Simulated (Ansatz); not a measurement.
Input and output for C$_{2}$H$_{10}$AlNSi, SMILES `[CH3][AlH][CH2]N[SiH3]`.

```yaml
crystal:
  periodic: [false, false, false]
  atoms:
    - {symbol: C, position_ang: [-2.030909, -0.137778, 1.189803]}
    - {symbol: Al, position_ang: [-0.140427, 0.367584, 1.190360]}
    - {symbol: C, position_ang: [1.158956, -0.908287, 0.354020]}
    - {symbol: N, position_ang: [0.995989, -0.774384, -1.100231]}
    - {symbol: Si, position_ang: [0.709073, 0.794663, -1.676156]}
    - {symbol: H, position_ang: [-2.284447, -0.773597, 0.336942]}
    - {symbol: H, position_ang: [-2.694950, 0.731020, 1.176808]}
    - {symbol: H, position_ang: [-2.269990, -0.703620, 2.097824]}
    - {symbol: H, position_ang: [0.390104, 1.561892, 2.105038]}
    - {symbol: H, position_ang: [2.197970, -0.758105, 0.675488]}
    - {symbol: H, position_ang: [0.876330, -1.923992, 0.658584]}
    - {symbol: H, position_ang: [1.431640, -1.483551, -1.670636]}
    - {symbol: H, position_ang: [1.846870, 1.756022, -1.740390]}
    - {symbol: H, position_ang: [-0.013176, 0.822952, -2.972707]}
    - {symbol: H, position_ang: [-0.194832, 1.378179, -0.595549]}
basis:
  gaussian: {orbitals: cc-pVTZ, point_charges: [{charge: 1.00, position_ang: [6.501, 0.944, 0.122]}]}
hamiltonian: {xc: {name: wB97X-V}}
accuracy: high
output: {forces: true}
```

```sh
$ ansatz run in.yaml --threads 4 --pin off --events-out ev --progress --plain --max-ram 10444MiB
```

It prints (some lines left out):

```
Functional definition: wB97X-V
5438 factors; integrals over basis functions are off by at most 1.5e-8 eV
662 factors; integrals over basis functions are off by at most 2.2e-9 eV
mean field evaluation 1: about -18193.2374 eV, gradient 5.7e1 eV
mean field evaluation 2: about -18194.7798 eV, gradient 5.1e1 eV
mean field evaluation 4: about -18200.2393 eV, gradient 2.5e0 eV
mean field evaluation 8: about -18200.3543 eV, gradient 1.1e-1 eV
mean field evaluation 16: about -18200.3543 eV, gradient 8.0e-5 eV
mean field -18200.35433190 eV, -668.8506850542 hartree, gradient 3.6e-8 eV, S^2 0.000000; 0 other end points of the search recorded, 0 dependent functions left out
reference -18200.35433165 eV, -668.8506850448 hartree; 28, 28 occupied and 270, 270 virtual orbitals, 5438 factors
Total energy: -18200.35433165 eV, -668.8506850448 hartree
Atom 0 at    -2.030909    -0.137778     1.189803 Å, force     0.068223     0.005689    -0.010592 eV/Å
Atom 1 at    -0.140427     0.367584     1.190360 Å, force    -0.279810     0.017432     0.202879 eV/Å
Atom 2 at     1.158956    -0.908287     0.354020 Å, force    -0.021369    -0.093783     0.195471 eV/Å
Atom 3 at     0.995989    -0.774384    -1.100231 Å, force     0.264849    -0.145766    -0.136650 eV/Å
Atom 4 at     0.709073     0.794663    -1.676156 Å, force    -0.471703     0.222551    -0.214221 eV/Å
Atom 5 at    -2.284447    -0.773597     0.336942 Å, force    -0.029051    -0.016900    -0.010094 eV/Å
Atom 6 at    -2.694950     0.731020     1.176808 Å, force    -0.009455     0.002656    -0.001772 eV/Å
Atom 7 at    -2.269990    -0.703620     2.097824 Å, force    -0.014073    -0.006365     0.000230 eV/Å
Atom 8 at     0.390104     1.561892     2.105038 Å, force     0.120581     0.007787    -0.028460 eV/Å
Atom 9 at     2.197970    -0.758105     0.675488 Å, force     0.148729    -0.036789     0.028892 eV/Å
Atom 10 at     0.876330    -1.923992     0.658584 Å, force     0.034182     0.015855     0.011394 eV/Å
Atom 11 at     1.431640    -1.483551    -1.670636 Å, force    -0.084891    -0.063237    -0.020407 eV/Å
Atom 12 at     1.846870     1.756022    -1.740390 Å, force     0.148944     0.020579     0.024964 eV/Å
Atom 13 at    -0.013176     0.822952    -2.972707 Å, force     0.078467     0.023838     0.024548 eV/Å
Atom 14 at    -0.194832     1.378179    -0.595549 Å, force     0.084000     0.033787    -0.082632 eV/Å
Dipole moment:    -0.114020    -0.257638    -0.331965 e Å
```

It took 75 s on 4 threads of an Intel Xeon Platinum 8175M on a shared host, with 3.5 GiB of host memory at the peak.
